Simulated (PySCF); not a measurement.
# Static response to an electric field

Species: C5H8FSi (charge +1).
SMILES with atom numbers: `[CH:1]#[C:2][C@H:3]([F:4])[Si+:5]([CH3:6])[CH3:7]` (hydrogens: H8 on C1; H9 on C3; H10, H11, H12 on C6; H13, H14, H15 on C7)

Cartesian coordinates in Å at the GFN2-xTB level; atoms count from 1:
```xyz
15
C5H8FSi angstrom
C      3.0209   -0.0214   -0.8415
C      2.1363   -0.0395   -0.0355
C      1.0780   -0.1537    0.9504
F      1.0857   -1.4117    1.5334
Si    -0.6696    0.0403    0.1409
C     -1.1640    1.8131   -0.2371
C     -1.5533   -1.5856   -0.1597
H      3.8163    0.0233   -1.5266
H      1.2634    0.5614    1.7657
H     -1.9562    1.8670   -0.9834
H     -1.5348    2.3203    0.6562
H     -0.3164    2.3958   -0.6083
H     -2.5838   -1.5643    0.1989
H     -1.5894   -1.8286   -1.2238
H     -1.0376   -2.4083    0.3486
```

Level: CAM-B3LYP/def2-SVPD (PySCF), static field, nuclei fixed, core orbitals frozen in the response. The polarisability tensor in these axes (au):

```
x   93.48  1.23 -7.38
y    1.23 77.08 -2.14
z   -7.38 -2.14 66.77
```

Q: Give the principal values, the mean and the anisotropy Δα = √{½[(α1 − α2)² + (α2 − α3)² + (α1 − α3)²]}.

A: Principal values 64.61, 77.17 and 95.54 au; mean 79.11 au = 11.72 Å³ = 13.04 × 10⁻⁴⁰ C²·m²/J; Δα = 26.94 au (34 % of the mean).

Q: What depolarisation ratio follows for Rayleigh scattering of linearly polarised light, taking the static tensor?

A: ρ = 3Δα²/(45ᾱ² + 4Δα²) = 2177.5/(281632 + 2903.4) = 0.00765.

Q: Give the principal axes and the span of the nuclei along them.

A: Largest value along (0.96, 0.09, -0.25), where the nuclei span 6.75 Å; middle along (-0.13, 0.99, -0.11), 4.75 Å; least along (0.24, 0.14, 0.96), 3.89 Å. The response follows the extents in order.

Q: What are the principal values of the traceless quadrupole moment, Θ = ½Σq(3rr − r²1), about the centre of nuclear charge?

A: -10.87, -3.05, 13.91 D·Å. The values depend on the origin, since the species is charged. The electronic extent ⟨r²⟩ about the same centre is 1050 bohr², a root-mean-square distance of 2.21 Å for the 60 electrons.

Q: Form Σ f/ω² (atomic units) for the 8 lowest TDDFT singlets, given as eV and f, and set it beside the mean polarisability, which is this sum over all singlets: 3.65, 0.0196; 4.34, 0.0136; 5.40, 0.0074; 5.68, 0.0035; 5.83, 0.0024; 6.55, 0.0050; 6.61, 0.0055; 6.80, 0.0627.

A: They add up to 3.13 au, 4.0 % of the 79.11 au; the largest single term is 1.09 au, from the state at 3.65 eV. Terms in order: 1.09, 0.54, 0.19, 0.08, 0.05, 0.09, 0.09, 1.01 au. Higher excitations give the rest. The strengths listed sum to 0.120.

The structure is a single GFN2-xTB conformer in the gas phase; no vibrational or solvent corrections.

The run behind these numbers computed excited states as well. On one thread, x86-64 server, shared host, this took 36 s.
